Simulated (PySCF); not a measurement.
A small calculation by hand: refractive index and permittivity of the vapour

BGeH₆NO₂, SMILES OB(O)[NH][GeH3].

Coordinates come from a PBE0-D3(BJ)/def2-SVP optimisation. The structure was generated by enumeration, and PubChem lists no compound with its InChIKey, so it may never have been made. One conformer was computed; it need not be the lowest.

B3LYP/def2-TZVP in PySCF gives a mean static polarisability of 58.2 bohr³ and a dipole moment of 1.86 D. Take an ideal gas at 298.15 K and 0.01 bar, whether or not the substance is that volatile.

Question: Work out n − 1 in the optical limit and the static ε − 1.

Answer: 
Polarisability volume α' = 58.2 × 0.148185 = 8.62 Å³. Number density N = p/kT = 2.43e-7 Å⁻³.
Dilute limit of Lorentz–Lorenz: n − 1 = 2π N α' = 1.3e-5.
Orientation term of Debye: μ²/(3kT) = 8.098 Å³ × μ²(D²) = 28.02 Å³.
ε − 1 = 4π N (α' + μ²/3kT) = 0.00011. Orientation of the dipole supplies 76 % of the static response; it can't follow optical fields. Vibrational polarisation and dispersion are left out.
